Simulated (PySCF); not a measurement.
The dipole of 2-fluoro-4-methylaniline (`Cc1ccc(N)c(F)c1`) from its density and from atomic charges.

Coordinates (GFN2-xTB, Å) and charges (e) from the PBE0/pcSseg-1 density (PySCF):

```csv
atom,x,y,z,Mulliken,IAO,Hirshfeld,ESP-fitted
C1,2.658,-0.415,0.334,-0.1222,-0.4230,-0.1171,-0.5434
C2,1.190,-0.191,0.135,-0.3401,-0.0062,-0.0063,+0.4440
C3,0.704,0.416,-1.017,-0.0111,-0.1629,-0.0624,-0.4388
C4,-0.645,0.656,-1.191,-0.0540,-0.1954,-0.0755,-0.2099
C5,-1.573,0.298,-0.214,-0.0583,+0.0864,+0.0308,+0.1368
N6,-2.912,0.599,-0.325,-0.3974,-0.5111,-0.1992,-0.7440
C7,-1.065,-0.321,0.930,+0.3824,+0.2438,+0.0619,+0.3341
F8,-1.946,-0.711,1.894,-0.3070,-0.2860,-0.0933,-0.1960
C9,0.277,-0.565,1.114,-0.0662,-0.1937,-0.0744,-0.5677
H10,3.105,0.454,0.819,+0.1347,+0.1522,+0.0437,+0.1571
H11,2.837,-1.282,0.965,+0.1172,+0.1465,+0.0450,+0.1435
H12,3.161,-0.563,-0.619,+0.1175,+0.1470,+0.0451,+0.1389
H13,1.394,0.705,-1.796,+0.0637,+0.1475,+0.0472,+0.2100
H14,-1.000,1.130,-2.095,+0.0877,+0.1471,+0.0462,+0.1878
H15,-3.531,0.093,0.288,+0.1886,+0.2762,+0.1235,+0.3499
H16,-3.263,0.758,-1.254,+0.1833,+0.2697,+0.1321,+0.3506
H17,0.601,-1.049,2.023,+0.0812,+0.1621,+0.0526,+0.2471
```

**Question.** What dipole does each set of charges give (1 e·Å = 4.803 D), and what does the density give?

**Answer.** The full density gives (-0.31, -0.05, -1.56) D, 1.60 D in size; dipole vectors point from the negative to the positive end.

```json
{"scheme": "Mulliken", "μx": "3.01", "μy": "0.06", "μz": "-1.57", "size (D)": "3.40", "share of the full size (%)": "213", "angle to the full dipole (°)": "74"}
{"scheme": "IAO", "μx": "0.62", "μy": "0.31", "μz": "-2.19", "size (D)": "2.29", "share of the full size (%)": "144", "angle to the full dipole (°)": "29"}
{"scheme": "Hirshfeld", "μx": "-0.47", "μy": "0.15", "μz": "-0.89", "size (D)": "1.01", "share of the full size (%)": "63", "angle to the full dipole (°)": "19"}
{"scheme": "ESP-fitted", "μx": "-0.30", "μy": "-0.11", "μz": "-1.61", "size (D)": "1.64", "share of the full size (%)": "103", "angle to the full dipole (°)": "2"}
```

**Question.** Which set comes closest?

**Answer.** Length of the difference vector: ESP-fitted 0.07 D, Hirshfeld 0.72 D, IAO 1.18 D, Mulliken 3.32 D. Closest: ESP-fitted. 

**Question.** What is left for the Hirshfeld atoms' own dipoles?

**Answer.** The Hirshfeld atoms' densities add up to the full density, so μ = Σ q r + Σ (atomic dipoles). The atomic dipoles sum to (-0.31, -0.05, -1.56) − (-0.47, 0.15, -0.89) = (0.16, -0.20, -0.67) D, 0.72 D in size.

**Question.** With the origin at the mean of the coordinates, (0.000, 0.001, -0.001) Å, which are the largest single terms, by size, of the Hirshfeld dipole along the direction of the full one?

**Answer.** H16 +1.17, N6 -0.83, F8 +0.65, H17 -0.52, H14 +0.49 D; all 17 atoms together +0.95 D. The single terms depend on the origin, their sum doesn't.

**Question.** Give the size of the full dipole in other units.

**Answer.** 1.60 D = 0.628 au = 0.332 e·Å = 5.32 × 10⁻³⁰ C·m.

Geometry: GFN2-xTB; no solvent, vibrations or thermal averaging.

The run behind these numbers computed NMR shieldings as well. Time: 50 s wall; peak memory 0.85 GiB. Hardware: one thread, Intel Xeon at 2.70 GHz (x86_64), shared host.

Conformer computed: `[CH3:1][c:2]1[cH:3][cH:4][c:5]([NH2:6])[c:7]([F:8])[cH:9]1`: H–N6–C5–C4 164°, H–N6–C5–C4 23°.
